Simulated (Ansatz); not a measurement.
Species: InO$_{2}$, net charge 0, doublet state. It need not be the lowest isomer of its formula. 
Structure (B3LYP-D3(BJ)/def2-TZVP (Ansatz, a quantum-chemistry and plane-wave program) minimum search):
```
In
O 1 1.8777
O 1 1.8777 2 180.00
```
Charge 0, spin multiplicity 2.

Basis-set convergence of Hartree-Fock and CCSD(T) correlation energies (hartree) with Ansatz. Valence correlation only, unless marked. Open shells are spin-unrestricted. Spin-orbit coupling is left out. The frozen core is the preceding noble-gas configuration, with the filled d and f shells of earlier blocks. Past Kr the def2 sets carry scalar-relativistic core potentials.

The UHF reference is spin-contaminated (<S^2> 0.28 over the pure value in the largest basis). The T1 diagnostic of CCSD in the largest basis is 0.069, which is high, so the coupled-cluster rows are less sure than usual.

```
basis        functions       E(HF)  E(corr, CCSD(T))
-----------  ---------  ----------  ----------------
def2-SVPD           78  -338.68025          -0.44963
def2-TZVPPD        136           ?                 ?
```

Task: Complete the blanks.

Result: 
- def2-TZVPPD, E(HF): -338.88067
- def2-TZVPPD, E(corr, CCSD(T)): -0.53425
